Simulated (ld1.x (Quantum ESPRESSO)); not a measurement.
Before and after: TM semilocal potential for promethium (Pm)

- Element: promethium (Pm)
- Generator: ld1.x (Quantum ESPRESSO) 7.5
- Type: norm-conserving Troullier–Martins (semilocal form)
- Functional: PBE
- Relativity: scalar-relativistic
- Frozen core: [Kr] 4d10 5s2
- Valence charge: 13
- Reference configuration: 4f5 5p6 5d0 6s2 6p0
- Partial waves: 6s (bound): rc 3.35 bohr; 5d (bound, empty): rc 2.65 bohr; 4f (bound): rc 1.30 bohr; 5p (bound): rc 2.30 bohr
- Local potential: the p channel
- Core correction: Bessel-smoothed model core, default radius (core density twice the valence density)

Change: all radii but the core radius scaled by about 1.18 (s 3.94, p 2.70, d 3.12, f 1.54 bohr).

Cutoffs: the cutoffs (Ry, on a coarse ladder) from which the occupation-weighted sum of valence levels, in a spherical-Bessel basis at the reference potential, stays within 10 and 1 mRy of its value at 400 Ry; they do not see the model core or the augmentation charge, which bear on the density cutoff. Errors are all-electron minus pseudo energies relative to the spin-unpolarised reference configuration.

Problem. Predict the effect on cutoff, ghosts and configuration errors.

Solution. The potential gets softer (200 Ry and 300 Ry → 160 Ry and 230 Ry); of the 6 tests that both files solve, the error grows in 2 and shrinks in 2 by more than 15 % and 0.3 meV (median size 40.9 → 35.0 meV); neither file shows a bound ghost at the reference potential, the only one tested. A larger radius leaves more room for a smooth pseudo-wave, so fewer plane waves are needed. A semilocal file is local in each channel, so a ghost entry of none says nothing of the separable form that plane-wave codes build from it.

```csv
quantity,base,changed
"cutoff, loose",200 Ry,160 Ry
"cutoff, tight",300 Ry,230 Ry
loose cutoff by channel (10 mRy a level),"s 6 Ry, f 180 Ry, p 10 Ry","s 6 Ry, f 140 Ry, p 10 Ry"
bound ghosts,none,none
"tests counted (converged, no solver errors)",6 of 7,6 of 7
"error for 4f5 5p6 5d0 6s1 6p0, meV [ΔE 5.87 eV]",-2.1,-1.9
"error for 4f5 5p6 5d0 6s0 6p0, meV [ΔE 16.81 eV]",-19,-22
"error for 4f4 5p6 5d0 6s0 6p0, meV [ΔE 40.01 eV]",+152,+254
"error for 4f4 5p6 5d1 6s1 6p0, meV [ΔE 8.79 eV]",-63,+49
"error for 4f5 5p5 5d0 6s2 6p0, meV [ΔE 27.51 eV]",-66,-48
"error for 4f5 5p6 5d0 6s1.5 6p0, meV [ΔE 2.34 eV]",-0.6,-0.6
```

Base: Tests not counted: 4f5 5p6 5d0 6s1 6p1 (solver errors, printed error -12.5 eV). These tests converged, but a pseudo level misses the all-electron one widely, so the file describes the atom poorly there or has found another state: 4f5 5p6 5d0 6s0 6p0: empty 6p by 6.8 eV; 4f4 5p6 5d1 6s1 6p0: empty 6p by 3.9 eV; 4f5 5p5 5d0 6s2 6p0: empty 6p by 4.4 eV. Changed file: Tests not counted: 4f5 5p6 5d0 6s1 6p1 (solver errors, printed error -13.6 eV). These tests converged, but a pseudo level misses the all-electron one widely, so the file describes the atom poorly there or has found another state: 4f5 5p6 5d0 6s1 6p0: empty 6p by 3.7 eV; 4f5 5p6 5d0 6s0 6p0: empty 6p by 6.8 eV; 4f4 5p6 5d1 6s1 6p0: empty 6p by 3.9 eV; 4f5 5p5 5d0 6s2 6p0: empty 6p by 4.4 eV.
